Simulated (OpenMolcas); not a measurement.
Pt2+ with 6 ligands (bromide) in tetragonal octahedral coordination (D4h) at 2.71 Å, the axial distance 2.845 Å. A charge of +0.667 e stands 2.6 Å behind each ligand. Ligand basis ANO-RCC-VDZP.
```
Pt    0.0000    0.0000    0.0000
Br    2.7100    0.0000    0.0000
Br    0.0000    2.7100    0.0000
Br   -2.7100    0.0000    0.0000
Br    0.0000   -2.7100    0.0000
Br    0.0000    0.0000    2.8455
Br    0.0000    0.0000   -2.8455
```

| Quantity | Value |
| --- | --- |
| Program | OpenMolcas 26.06 |
| Method | CASSCF |
| Basis | ANO-RCC-VTZP [8s7p5d3f1g] |
| Scalar Hamiltonian | DKH2, point nucleus |
| Active space | 8 electrons in 5 orbitals (5d) |
| State averaging | 2S+1 = 3 even, 10 roots; 2S+1 = 1 even, 15 roots |
| Spin-orbit coupling | state interaction with AMFI integrals over the reference wave functions |

**Question.** What is the spin-free ground state (labels of D4, the rotations of D4h)?

**Answer.** 3B1, 1-fold in its orbital part; it has the highest spin that d8 allows.

**Question.** Where is the first state of the same spin?

**Answer.** 3E at 7230 cm-1 above the ground state.

**Question.** What are the lowest two levels with spin-orbit coupling?

**Answer.** A 1-fold level B2, then a 2-fold level E 81.2 cm-1 above it. Their leading multiplicities are 3 (98 %) and 3 (98 %).

**Question.** What is χT at 300 K, and how does it compare with the textbook value?

**Answer.** The lowest level has 2S+1 = 3, for which the spin-only value is χT = S(S+1) / 2 = 1.000 cm3 K/mol (g = 2). The computed 2.044 at 300 K differs by +1.044, through orbital momentum, spin-orbit coupling and any other state in reach.

Without dynamic correlation the repulsion within the d shell is too large (B by tens of per cent), so at a given field states of lower spin stand too high. Real 4d8 and 5d8 ions are as a rule square planar and diamagnetic. The least metal-like active orbital is 84 % on the metal (Löwdin) and no ligand orbital is active, so the numbers are rough. With metal d orbitals alone the field can be off either way by tens of per cent. Ligand-to-metal charge-transfer states are missing. With no ligand orbital active B as a rule stays too high, so bands that hang on it stand too high and its fall with covalency is understated. No measured value stands beside these numbers; the geometry is a model, was not optimised and need not be the one that this ion takes.
